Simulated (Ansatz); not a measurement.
Cost and result for the atomization energy of `N[SiH](F)/N=C/O` (11 atoms, 10 bonds).

```json
{"atom": "N1", "x (Å)": "1.464", "y (Å)": "0.976", "z (Å)": "-1.190"}
{"atom": "Si2", "x (Å)": "0.909", "y (Å)": "0.450", "z (Å)": "0.319"}
{"atom": "F3", "x (Å)": "0.263", "y (Å)": "1.631", "z (Å)": "1.204"}
{"atom": "N4", "x (Å)": "-0.277", "y (Å)": "-0.757", "z (Å)": "0.052"}
{"atom": "C5", "x (Å)": "-1.439", "y (Å)": "-0.747", "z (Å)": "0.531"}
{"atom": "O6", "x (Å)": "-2.323", "y (Å)": "-1.723", "z (Å)": "0.319"}
{"atom": "H7", "x (Å)": "0.867", "y (Å)": "0.984", "z (Å)": "-1.999"}
{"atom": "H8", "x (Å)": "2.257", "y (Å)": "1.586", "z (Å)": "-1.289"}
{"atom": "H9", "x (Å)": "2.039", "y (Å)": "-0.047", "z (Å)": "1.128"}
{"atom": "H10", "x (Å)": "-1.881", "y (Å)": "0.029", "z (Å)": "1.164"}
{"atom": "H11", "x (Å)": "-1.881", "y (Å)": "-2.381", "z (Å)": "-0.239"}
```

Charge 0, multiplicity 1. The structure was optimised at the PBE0-D4/def2-TZVP level. It is one conformer, not always the lowest. Program: Ansatz. All runs use 4 threads of an Arm Neoverse V1 on a shared host. Times are those of one run each, without the atoms' runs, and a repeat can differ threefold. Electronic energies, without spin–orbit coupling; frozen cores. CCSD(T)/CBS adds CCSD(T) − MP2 in def2-TZVPP to the MP2 limit, and its time is that of the two runs behind it. T1 = 0.013. B3LYP takes the VWN-RPA correlation (the form of Gaussian; ORCA's B3LYP/G).

CCSD(T)/CBS is a level of theory with its own doubt, some kJ/mol a heavy atom from the limit and from the frozen cores, so smaller differences don't rank the functionals.

```tsv
level	functions	wall time
PBE-D4/def2-TZVPP (with forces)	267	2.9 s
PBE0-D4/def2-TZVPP	267	3.5 s
r2SCAN-D4/def2-TZVPP (with forces)	267	5.5 s
B3LYP-D4/def2-TZVPP (with forces)	267	6 s
B2PLYP/def2-TZVPP	267	7 s
ωB97X-V/def2-TZVPP	267	9 s
ωB97M-V/def2-TZVPP (with forces)	267	13 s
MP2/def2-QZVPP	505	28 s
CCSD(T)/def2-TZVPP	267	5.4 min
CCSD(T)/CBS(def2)	–	5.9 min
```

Q: What atomization energy does each give, and how far from CCSD(T)/CBS? (Best estimate.)

A: The calculation gave: 
| level | atomization (kcal/mol) | difference from CCSD(T)/CBS | per bond |
| --- | --- | --- | --- |
| PBE-D4/def2-TZVPP (with forces) | 1069.9 | 27.1 | 2.7 |
| PBE0-D4/def2-TZVPP | 1038.6 | -4.2 | -0.4 |
| r2SCAN-D4/def2-TZVPP (with forces) | 1040.4 | -2.4 | -0.2 |
| B3LYP-D4/def2-TZVPP (with forces) | 1043.4 | 0.6 | 0.1 |
| B2PLYP/def2-TZVPP | 1032.5 | -10.3 | -1.0 |
| ωB97X-V/def2-TZVPP | 1046.7 | 3.9 | 0.4 |
| ωB97M-V/def2-TZVPP (with forces) | 1047.4 | 4.6 | 0.5 |
| MP2/def2-QZVPP | 1057.0 | 14.2 | 1.4 |
| CCSD(T)/def2-TZVPP | 1007.1 | -35.7 | -3.6 |
| CCSD(T)/CBS(def2) | 1042.8 | 0.0 | 0.0 |

From PBE to PBE0 (25 % exact exchange), in def2-TZVPP and without D4, the atomization energy moves by −30.5 kcal/mol: exact exchange takes away binding that semilocal exchange gives to molecules. The D4 term adds +8.4 kcal/mol with B3LYP and +4.4 kcal/mol with PBE0; it sums over pairs of atoms, weighted by their polarisabilities, and B3LYP, whose exchange is more repulsive, gets the larger term. In def2-TZVPP, CCSD(T) changes the Hartree–Fock value by +297.6 kcal/mol (the triples alone add +19.3 kcal/mol) and MP2 by +326.0 kcal/mol; breaking electron pairs costs correlation energy, which Hartree–Fock lacks.
